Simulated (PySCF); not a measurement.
## Polarisability of `C#CC1=C[CH+]C[C@@H](F)S1`

Species: C7H6FS (charge +1).
Structure used (GFN2-xTB), in Å, numbered top down from 1:
```xyz
15
C7H6FS angstrom
C      3.689   -0.183   -0.236
C      2.486   -0.078   -0.217
C      1.098    0.054   -0.164
C      0.403   -0.479    0.958
C     -0.933   -0.668    0.986
C     -1.860   -0.252   -0.095
C     -1.385    0.964   -0.864
F     -1.392    2.060   -0.066
S      0.358    0.794   -1.492
H      4.739   -0.274   -0.250
H      1.017   -0.818    1.781
H     -1.372   -1.187    1.826
H     -2.015   -1.096   -0.779
H     -2.838   -0.014    0.334
H     -2.002    1.184   -1.742
```

Level: CAM-B3LYP/def2-SVPD (PySCF), static field, nuclei fixed, core orbitals frozen in the response. The polarisability tensor in these axes (au):

```
x   151.44  -3.82  -3.66
y    -3.82  68.98 -14.54
z    -3.66 -14.54  82.98
```

**Question.** What are the eigenvalues, a third of the trace, and Δα (Δα² = ½Σ(αi − αj)² over the three pairs)?

**Answer.** Principal values 59.56, 92.09 and 151.75 au; mean 101.13 au = 14.99 Å³ = 16.67 × 10⁻⁴⁰ C²·m²/J; Δα = 80.99 au (80 % of the mean).

**Question.** What depolarisation ratio follows for Rayleigh scattering of linearly polarised light, taking the static tensor?

**Answer.** ρ = 3Δα²/(45ᾱ² + 4Δα²) = 19676.4/(460258 + 26235.2) = 0.0404.

**Question.** What are the principal values of the traceless quadrupole moment, Θ = ½Σq(3rr − r²1), about the centre of nuclear charge?

**Answer.** -25.08, -4.93, 30.01 D·Å. The values depend on the origin, since the species is charged. The electronic extent ⟨r²⟩ about the same centre is 1289 bohr², a root-mean-square distance of 2.24 Å for the 72 electrons.

**Question.** Along which axes do the principal values lie, and how far do the nuclei extend along each?

**Answer.** Largest value along (1.00, -0.04, -0.05), where the nuclei span 7.60 Å; middle along (0.02, -0.53, 0.85), 4.29 Å; least along (0.06, 0.84, 0.53), 3.08 Å. The response follows the extents in order.

**Question.** Form Σ f/ω² (atomic units) for the 8 lowest TDDFT singlets, given as eV and f, and set it beside the mean polarisability, which is this sum over all singlets: 3.46, 0.0006; 3.90, 0.1215; 4.29, 0.3135; 4.65, 0.0102; 5.42, 0.0007; 6.28, 0.0069; 6.68, 0.0035; 6.77, 0.0310.

**Answer.** They add up to 19.59 au, 19.4 % of the 101.13 au; the largest single term is 12.59 au, from the state at 4.29 eV. Terms in order: 0.04, 5.90, 12.59, 0.35, 0.02, 0.13, 0.06, 0.50 au. Higher excitations give the rest. The strengths listed sum to 0.488.

One conformer (not necessarily the lowest) at the GFN2-xTB geometry, without solvent, vibrations or thermal averaging.
